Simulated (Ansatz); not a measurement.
C$_{3}$H$_{9}$NOZn (`CC(C)[O][Zn][NH2]`), relaxed with RKS PBE0-D4/def2-TZVP in Ansatz 0.2.0 from a GFN2-xTB geometry. The force threshold is 0.005 eV/Å; the program also tests the step.

The species carries charge 0 and has multiplicity 1.

Start:

```xyz
15

C     1.818    0.011    0.119
C     0.580    0.474    0.888
C     0.118    1.844    0.385
O    -0.439   -0.465    0.824
Zn   -1.196   -1.136   -0.603
N    -2.388   -2.450   -1.100
H     2.632    0.726    0.218
H     1.561   -0.095   -0.939
H     2.146   -0.956    0.494
H     0.838    0.559    1.957
H    -0.143    1.771   -0.673
H     0.901    2.586    0.508
H    -0.763    2.162    0.938
H    -3.357   -2.182   -0.993
H    -2.308   -2.848   -2.025
```

```tsv
step	energy (eV)	largest force (eV/Å)	largest move (Å)
1	-55203.3758	1.260	0.000
2	-55203.5417	0.839	0.181
3	-55203.6265	0.268	0.192
4	-55203.6400	0.480	0.200
5	-55203.6674	0.257	0.133
6	-55203.6775	0.113	0.082
7	-55203.6840	0.059	0.154
8	-55203.6860	0.047	0.076
9 (rejected)	-55203.6835	0.350	0.128
10	-55203.6862	0.057	0.053
11	-55203.6866	0.049	0.025
12	-55203.6868	0.003	0.015
13	-55203.6868	0.013	0.022
14	-55203.6868	0.003	0.005
15	-55203.6868	0.005	0.005
16	-55203.6868	0.004	0.006
```

End:

```xyz
15

C     1.774   -0.033    0.068
C     0.645    0.470    0.950
C    -0.003    1.715    0.368
O    -0.300   -0.535    1.198
Zn   -1.295   -1.284   -0.066
N    -2.420   -2.200   -1.149
H     2.562    0.716   -0.048
H     1.394   -0.275   -0.933
H     2.215   -0.936    0.495
H     1.072    0.736    1.929
H    -0.409    1.498   -0.629
H     0.714    2.533    0.263
H    -0.822    2.050    1.007
H    -3.137   -1.659   -1.611
H    -1.989   -2.797   -1.842
```

It took 2.1 min on 4 threads of an Arm Neoverse V2 on a shared host, with 0.92 GiB of host memory at the peak.
